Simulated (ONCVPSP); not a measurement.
**Transferability test, ONCV potential for technetium (Tc)**

```
Element                 : technetium
Generator               : ONCVPSP 4.0.1
Type                    : optimised norm-conserving Vanderbilt (ONCV)
Functional              : LDA (Perdew-Wang 92)
Relativity              : scalar-relativistic
Frozen core             : [Ar] 3d10
Valence charge          : 15
Reference configuration : 4s2 4p6 4d5 5s1 5p1
Partial waves           : 4s+5s: rc 1.65 bohr, ncon 5, nbas 8, qcut 6.5 1/bohr, 2 projectors; 4p+5p: rc 2.00 bohr, ncon 4, nbas 7, qcut 5.6 1/bohr, 2 projectors; 4d: rc 2.10 bohr, ncon 3, nbas 7, qcut 7.3 1/bohr, 2 projectors, debl 2.1 Ha
Local potential         : polynomial inside 1.50 bohr (lpopt 5, dvloc0 6 Ha)
Core correction         : none
```

Energies are relative to the spin-unpolarised reference configuration 4s2 4p6 4d5 5s1 5p1; without spin polarisation the order of configurations can differ from experiment.

```json
{"valence configuration": "4s2 4p6 4d5 5s2 5p0", "charge": "0", "ΔE all-electron (eV)": "-3.837", "error AE − PS (meV)": "+0.3"}
{"valence configuration": "4s2 4p6 4d5 5s1 5p0", "charge": "+1", "ΔE all-electron (eV)": "4.587", "error AE − PS (meV)": "-0.9"}
{"valence configuration": "4s1 4p6 4d5 5s2 5p0", "charge": "+1", "ΔE all-electron (eV)": "76.137", "error AE − PS (meV)": "-118"}
```

(1) What are ΔE and the potential's error for 4s2 4p6 4d5 5s0 5p0?

Levels in the configuration 4s2 4p6 4d5 5s1 5p0:

| level | all-electron (eV) | pseudo (eV) |
| --- | --- | --- |
| 4s | -81.028 | -81.036 |
| 4p | -53.046 | -53.051 |
| 4d | -14.306 | -14.308 |
| 5s | -11.719 | -11.719 |

## Answers

(1) ΔE = 19.782 eV all-electron; the error (AE − PS) is -3.3 meV.
